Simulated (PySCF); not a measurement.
# Electron correlation in Ge (germanium, neutral)

[Ar] 3d10 4s2 4p1 5s1, high-spin 3P determinant (an excited configuration). All numbers are calculated (PySCF 2.14, the spin-free X2C one-electron Hamiltonian (Gaussian nucleus), in x2c-TZVPPall with one added diffuse shell each of s, p, d type (7s6p5d1f, 57 functions)). Frozen: [Ar] 3d10; 4 electrons correlated.

| level | correlation energy (mhartree) |
| --- | --- |
| CCSD | -59.69 |
| (T) | -1.59 |
| CCSD(T) | -61.28 |
| CCSDT | -61.77 |

Diagnostics: T1 = 0.012, D1 = 0.0306, largest double amplitude 0.082.

The outer electron is Rydberg-like, and this basis confines it to a smaller radius and binds it less than a complete one would.

Cost of the coupled-cluster step: about 1.6 core-seconds, for 4 correlated electrons.

Iterations:

```
CC2 = 0
CCSD nocc = (np.int64(3), np.int64(1)), nmo = (43, 43)
frozen orbitals [[0, 1, 2, 3, 4, 5, 6, 7, 8, 9, 10, 11, 12, 13], [0, 1, 2, 3, 4, 5, 6, 7, 8, 9, 10, 11, 12, 13]]
max_cycle = 100
direct = 0
conv_tol = 1e-08
conv_tol_normt = 1e-06
diis_space = 8
diis_start_cycle = 0
Init t2, MP2 energy = -0.0452534592478471
Init E_corr(UCCSD) = -0.0452534592478714
cycle = 1  E_corr(UCCSD) = -0.0550059599938511  dE = -0.00975250075  norm(t1,t2) = 0.05014
cycle = 2  E_corr(UCCSD) = -0.0578851020105044  dE = -0.00287914202  norm(t1,t2) = 0.0195263
cycle = 3  E_corr(UCCSD) = -0.0596421225202292  dE = -0.00175702051  norm(t1,t2) = 0.00909678
cycle = 4  E_corr(UCCSD) = -0.0596644913891933  dE = -2.2368869e-05  norm(t1,t2) = 0.00295493
cycle = 5  E_corr(UCCSD) = -0.0597094386686148  dE = -4.49472794e-05  norm(t1,t2) = 0.00140567
cycle = 6  E_corr(UCCSD) = -0.0596995566236877  dE = 9.88204493e-06  norm(t1,t2) = 0.000596719
cycle = 7  E_corr(UCCSD) = -0.0596874518895975  dE = 1.21047341e-05  norm(t1,t2) = 0.00425914
cycle = 8  E_corr(UCCSD) = -0.0596970978639966  dE = -9.6459744e-06  norm(t1,t2) = 0.000105025
cycle = 9  E_corr(UCCSD) = -0.0596918598791216  dE = 5.23798487e-06  norm(t1,t2) = 3.33637e-05
cycle = 10  E_corr(UCCSD) = -0.0596936431875103  dE = -1.78330839e-06  norm(t1,t2) = 1.06217e-05
cycle = 11  E_corr(UCCSD) = -0.0596936400694171  dE = 3.1180932e-09  norm(t1,t2) = 2.37117e-06
cycle = 12  E_corr(UCCSD) = -0.0596936246108796  dE = 1.54585375e-08  norm(t1,t2) = 1.37894e-06
cycle = 13  E_corr(UCCSD) = -0.059693622898052  dE = 1.71282763e-09  norm(t1,t2) = 9.17972e-06
cycle = 14  E_corr(UCCSD) = -0.0596936228981116  dE = -5.96259153e-14  norm(t1,t2) = 8.14665e-07
UCCSD converged
E(UCCSD) = -2096.935359285135  E_corr = -0.05969362289811159
UCCSD(T) correction = -0.00159491872579214
```
